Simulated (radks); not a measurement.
Valence configurations of neutral fluorine (all share [He]). Calculated with a radial shooting solver on a logarithmic mesh with Libxc functionals: Dirac Kohn-Sham, PBEsol, spin-unpolarised, spherical densities, point nucleus; open shells fill j = l - 1/2 first. Energies are relative to 2s2 2p5; eigenvalues in eV.

| valence | E (eV) | e(2p1/2) | e(2p3/2) | e(2s1/2) |
|---|---|---|---|---|
| 2s2 2p5 | 0.000 | -11.090 | -11.026 | -29.716 |
| 2s1.5 2p5.5 | 9.352 | -11.310 | -11.247 | -29.964 |
| 2s1 2p6 | 18.717 | -11.525 | -11.462 | -30.206 |

NIST lists [He] 2s2 2p5 as the ground configuration; this level of theory agrees among the configurations tried. The energies are those of spherical spin-averaged densities, not of single terms.
